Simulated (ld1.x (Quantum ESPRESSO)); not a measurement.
## Which change was made? (As, TM semilocal)

As (Z = 33), norm-conserving Troullier–Martins (semilocal form), made with ld1.x (Quantum ESPRESSO) 7.5 (LDA (PZ), scalar-relativistic). Core [Ar] 3d10, reference 4s2 4p2.5 (charge +0.5). Waves: 4p (bound): rc 2.05 bohr; 4s (bound): rc 1.60 bohr. Local part: the s channel. Core correction: a·sin(br)/r model core inside 1.40 bohr.

Cutoffs, loose and tight: the cutoffs (Ry, on a coarse ladder) from which the occupation-weighted sum of valence levels, in a spherical-Bessel basis at the reference potential, stays within 10 and 1 mRy of its value at 400 Ry. They do not see the model core or the augmentation charge, which bear on the density cutoff. Test errors are all-electron minus pseudo excitation energies from the reference, over the configurations 4s2 4p3; 4s2 4p2; 4s2 4p1; 4s2 4p3.3; 4s1 4p3; 4s0 4p5; 4s1 4p0 (two spin-polarised tests are not counted in the largest error); variants that change the core or the reference have their own tests.

The base gives: outcome: generated; cutoff, loose: 35 Ry; cutoff, tight: 50 Ry; bound ghosts: none; largest test error (meV): -284.

Task: After one change the result is: outcome: generated; cutoff, loose: 35 Ry; cutoff, tight: 50 Ry; bound ghosts: none; largest test error (meV): -387. Which change was it?
A. wave 4p (bound): rc 2.05 bohr becomes 4p (bound): rc 2.60 bohr
B. wave 4p (bound): rc 2.05 bohr becomes 4p (bound): rc 1.42 bohr
C. wave 4p (bound): rc 2.05 bohr becomes 4p (bound): rc 3.06 bohr

Result: A. The others give: wave 4p (bound): rc 2.05 bohr becomes 4p (bound): rc 3.06 bohr → outcome: generated; cutoff, loose: 35 Ry; cutoff, tight: 50 Ry; bound ghosts: none; largest test error (meV): -489 | wave 4p (bound): rc 2.05 bohr becomes 4p (bound): rc 1.42 bohr → outcome: generated; cutoff, loose: 45 Ry; cutoff, tight: 90 Ry; bound ghosts: none; largest test error (meV): -294.
